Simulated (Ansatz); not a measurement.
CH6FInSi, SMILES `C[SiH](F)[InH2]` at its PBE0-D4/def2-TZVP geometry, where that method's forces vanish. Charge 0, multiplicity 1. In takes the def2 core potential.

```json
{"atom": "C1", "x (Å)": "-0.939", "y (Å)": "0.882", "z (Å)": "-1.031"}
{"atom": "Si2", "x (Å)": "0.672", "y (Å)": "0.388", "z (Å)": "-0.227"}
{"atom": "F3", "x (Å)": "1.301", "y (Å)": "1.704", "z (Å)": "0.468"}
{"atom": "In4", "x (Å)": "0.440", "y (Å)": "-1.512", "z (Å)": "1.511"}
{"atom": "H5", "x (Å)": "-0.775", "y (Å)": "1.692", "z (Å)": "-1.747"}
{"atom": "H6", "x (Å)": "-1.361", "y (Å)": "0.029", "z (Å)": "-1.571"}
{"atom": "H7", "x (Å)": "-1.673", "y (Å)": "1.216", "z (Å)": "-0.296"}
{"atom": "H8", "x (Å)": "1.636", "y (Å)": "-0.011", "z (Å)": "-1.296"}
{"atom": "H9", "x (Å)": "-0.269", "y (Å)": "-3.022", "z (Å)": "1.040"}
{"atom": "H10", "x (Å)": "0.969", "y (Å)": "-1.366", "z (Å)": "3.149"}
```

Q: For each bond, give half the difference of the two atoms' forces along it (eV/Å; positive pushes the atoms apart) under PBE-D4, r2SCAN-D4, B3LYP-D4, ωB97M-V in def2-TZVPP. (Estimate.)

A: Computed: 
```csv
bond,length (Å),PBE-D4,r2SCAN-D4,B3LYP-D4,ωB97M-V
C1–Si2,1.867,-0.03,0.01,0.07,0.02
C1–H5,1.093,0.11,0.00,-0.05,-0.05
C1–H6,1.094,0.10,-0.02,-0.05,-0.03
C1–H7,1.092,0.10,-0.01,-0.04,-0.04
Si2–F3,1.615,0.50,0.03,0.17,0.17
Si2–In4,2.586,-0.15,-0.02,0.03,-0.06
Si2–H8,1.494,0.05,-0.02,-0.14,-0.16
In4–H9,1.734,0.08,-0.02,0.03,-0.05
In4–H10,1.728,0.09,-0.01,0.03,-0.05
```

B3LYP here is the variant with VWN-RPA as its local correlation; programs differ in this.
